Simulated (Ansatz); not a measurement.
Relaxation of a periodic cell of 36 atoms, H6C2O (contents 4 CH3CH2OH, density as packed 0.79 g/cm³ with natural masses), to a largest force component of 0.3 eV/Å in at most 15 steps.

These are results of DFT PBE-D3(BJ), scalar-relativistic, plane waves, PAW (Ansatz), not measurements. Settings: accuracy low, cutoff 420 eV, k mesh 1x1x1, fermi-dirac smearing 0.05 eV, no spin polarisation.

```xyz
36
Lattice="7.2936 0.0000 0.0000 0.0000 7.2936 0.0000 0.0000 0.0000 7.2936" Properties=species:S:1:pos:R:3
C 2.222 6.157 4.930
C 2.734 7.580 4.938
O 4.140 7.520 5.174
H 4.477 8.431 5.181
H 2.518 8.065 3.975
H 2.228 8.160 5.722
H 1.144 6.136 4.752
H 2.720 5.586 4.144
H 2.430 5.680 5.889
C 7.569 2.675 3.285
C 6.381 3.608 3.342
O 5.208 2.795 3.330
H 4.439 3.387 3.367
H 6.425 4.222 4.253
H 6.394 4.291 2.480
H 8.505 3.240 3.291
H 7.559 2.003 4.146
H 7.528 2.072 2.375
C 3.753 4.306 1.037
C 2.597 5.280 1.036
O 1.419 4.532 0.740
H 0.670 5.151 0.737
H 2.515 5.771 2.016
H 2.764 6.065 0.285
H 4.692 4.821 1.259
H 3.590 3.532 1.789
H 3.838 3.826 0.060
C 4.292 0.893 0.644
C 5.764 1.068 0.941
O 6.483 0.533 -0.169
H 7.431 0.641 0.014
H 5.997 2.133 1.084
H 6.028 0.543 1.871
H 3.683 1.286 1.463
H 4.030 1.422 -0.274
H 4.061 -0.166 0.511
```

**Question.** Where does it end, and by what steps?

**Answer.** The forces met the threshold. The threshold is loose, so the end isn't yet a minimum. The force dipped under the threshold on the way, but the program's further checks kept it going. Limits of this set-up: coarse k mesh, low accuracy level. After 9 steps the energy has fallen by 1.154 eV; H26 moved furthest, 1.14 Å.

```
step  energy less start (eV)  largest force component (eV/Å)  accepted
   0                  0.0000                           0.545       yes
   1                 -0.3150                           0.280       yes
   2                 -0.5048                           0.231       yes
   3                 -0.6720                           0.489       yes
   4                 -0.7985                           0.678       yes
   5                 -0.9183                           0.694       yes
   6                 -1.0247                           0.487       yes
   7                 -1.1016                           0.297       yes
   8                 -1.1016                           0.297       yes
   9                 -1.1535                           0.207       yes
```

```xyz
36
Lattice="7.2936 0.0000 0.0000 0.0000 7.2936 0.0000 0.0000 0.0000 7.2936" Properties=species:S:1:pos:R:3
C 2.372 6.114 4.629
C 3.024 7.475 4.457
O 4.434 7.309 4.408
H 4.830 8.197 4.277
H 2.651 7.956 3.529
H 2.733 8.139 5.299
H 1.277 6.188 4.556
H 2.723 5.439 3.836
H 2.608 5.663 5.601
C 7.518 2.826 4.121
C 6.265 3.625 3.821
O 5.115 2.773 4.015
H 4.324 3.313 3.871
H 6.193 4.500 4.491
H 6.285 3.990 2.776
H 8.396 3.471 4.009
H 7.502 2.443 5.153
H 7.621 1.973 3.432
C 2.897 4.279 1.152
C 1.833 5.349 1.001
O 0.796 4.881 0.125
H 0.228 5.671 -0.044
H 1.407 5.614 1.984
H 2.306 6.267 0.586
H 3.724 4.643 1.785
H 2.472 3.368 1.607
H 3.317 4.010 0.170
C 4.912 0.912 0.561
C 6.402 0.942 0.822
O 7.076 0.190 -0.221
H 7.965 0.562 -0.320
H 6.780 1.979 0.821
H 6.626 0.491 1.805
H 4.382 1.360 1.412
H 4.663 1.460 -0.355
H 4.569 -0.126 0.444
```

The run took 18 s on 1 thread of Intel(R) Xeon(R) Platinum 8488C (Sapphire Rapids), with other jobs on the host, peak memory 0.46 GiB.
